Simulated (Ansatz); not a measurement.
C3H9AlSi (`C=C(C)[SiH2][AlH2]`), relaxed with RKS PBE0-D4/def2-TZVP in the Gaussian-basis code of Ansatz from a PBE-D4/def2-SVP geometry. The force threshold is 0.005 eV/Å; the program also tests the step.

Total charge 0; spin multiplicity 1.

Start:

```xyz
14

C    -0.009   -1.356    1.574
C    -0.337   -0.706    0.436
C    -0.558   -1.426   -0.872
Si   -0.475    1.187    0.429
Al    1.346    2.172   -0.913
H     0.147   -0.828    2.530
H     0.111   -2.456    1.593
H     0.136   -1.062   -1.660
H    -0.415   -2.522   -0.769
H    -1.585   -1.247   -1.259
H    -1.796    1.587   -0.199
H    -0.482    1.694    1.851
H     1.934    1.353   -2.167
H     1.983    3.609   -0.574
```

(1) By how much does the energy fall, and how many steps does the optimiser take? (Estimate.)

(2) Which bonds change most? (An estimate is asked.)

(3) Give the relaxed structure. (An estimate is asked.)

Answers

(1) Ansatz gave: 0.05 eV, in 16 steps.

(2) Ansatz gave: C2–Si4 from 1.898 to 1.877 Å; C1–C2 from 1.351 to 1.332 Å; Si4–H11 from 1.516 to 1.498 Å; Si4–H12 from 1.509 to 1.492 Å.

(3) Computed: 
```xyz
14

C    -0.043   -1.359    1.559
C    -0.336   -0.704    0.436
C    -0.544   -1.418   -0.866
Si   -0.446    1.170    0.439
Al    1.337    2.172   -0.928
H     0.103   -0.847    2.504
H     0.057   -2.442    1.574
H     0.164   -1.071   -1.626
H    -0.424   -2.498   -0.755
H    -1.546   -1.223   -1.263
H    -1.765    1.581   -0.140
H    -0.412    1.654    1.850
H     1.967    1.347   -2.136
H     1.889    3.638   -0.650
```
